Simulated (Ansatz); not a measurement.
C6H18N4W (`C[N]=[W](=[N]C)([N](C)C)[N](C)C`), 29 atoms. Total charge 0; spin multiplicity 1. Correlated methods include outer-core shells of W, which these sets cover unevenly. W: def2 effective core potential. Hardware: A = 11 threads of an AMD EPYC 7R13 on a shared host; B = 11 threads of an AMD EPYC 7R13 on a shared host and a whole NVIDIA H100 80 GB. Correlated methods freeze the cores.

Problem. Give the basis size and wall time and peak host memory of each of these runs in Ansatz. RKS B2PLYP (frozen core)/def2-TZVPP energy [B]; RHF-MP2/def2-QZVPP energy [B]; RKS r2SCANh-D4/def2-TZVPP energy [B]; RKS PBE0-D4/def2-SVP energy [A]; RKS ωB97M-V/def2-QZVPP energy [B]; RHF-CCSD(T)/def2-TZVPP energy [B]; RKS PBE0-D4/def2-QZVPP energy [B]; RKS ωB97M-V/def2-SVP energy [A]; RKS BLYP-D4/def2-TZVPP energy [B]; RKS B97M-V/def2-TZVPP energy [B]; RKS PBE0-D4/def2-TZVP relaxation (21 steps) [B]; RHF-CCSD(T)/def2-SVP energy [B]. (Best estimate.)

Solution. Computed: Other jobs shared the machine, so times are rough.

```csv
level,job,functions,wall time,peak host memory (GiB)
RKS PBE0-D4/def2-SVP,energy [A],262,4 s,1.9
RKS BLYP-D4/def2-TZVPP,energy [B],618,4 s,1.2
RKS B97M-V/def2-TZVPP,energy [B],618,5.5 s,1.4
RKS r2SCANh-D4/def2-TZVPP,energy [B],618,6 s,1.9
RKS PBE0-D4/def2-QZVPP,energy [B],1191,7.5 s,1.9
RKS B2PLYP (frozen core)/def2-TZVPP,energy [B],618,8 s,3.8
RKS ωB97M-V/def2-SVP,energy [A],262,9.5 s,2
RHF-MP2/def2-QZVPP,energy [B],1191,10 s,2.1
RKS ωB97M-V/def2-QZVPP,energy [B],1191,10 s,2
RHF-CCSD(T)/def2-SVP,energy [B],262,11 s,1.9
RKS PBE0-D4/def2-TZVP,relaxation (21 steps) [B],458,45 s,1.2
RHF-CCSD(T)/def2-TZVPP,energy [B],618,110 s,3.6
```
